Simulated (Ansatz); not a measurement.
Reaction (hydrogenolysis of a C–F bond): `CC#CC(F)(F)F` + H₂ → `CC#CC(F)F` + H–F

Computed with Ansatz on PBE0-D4/def2-TZVP structures; ΔE is electronic, products minus reactants. CBS: MP2 limit from def2 TZ/QZ plus the TZ coupled-cluster correction, frozen cores. This one scheme is used for every species. Functionals use def2-TZVPP. B3LYP here is the variant with VWN-RPA as its local correlation; programs differ in this.

```tsv
level	ΔE (kJ/mol)	difference from CCSD(T)/CBS
r2SCAN-D4	-34.8	22.1
ωB97X-V	-41.7	15.2
PBE-QIDH	-50.8	6.1
revPBE	-47.9	9.0
B3LYP	-50.2	6.7
r2SCANh	-38.1	18.8
BHLYP	-52.0	4.9
MP2/def2-SVP	-26.0	30.9
CCSD/def2-SVP	-29.9	27.0
HF/def2-TZVPP	-52.7	4.2
CCSD(T)/CBS	-56.9	0
```

Largest T1 diagnostic among the species: 0.012.

At CCSD(T), def2-SVP lies +31.6 kJ/mol from the extrapolated value and def2-TZVPP +6.4 kJ/mol. From BLYP to BHLYP (50 % exact exchange), in def2-TZVPP and without D4, ΔE moves by −4.4 kJ/mol.
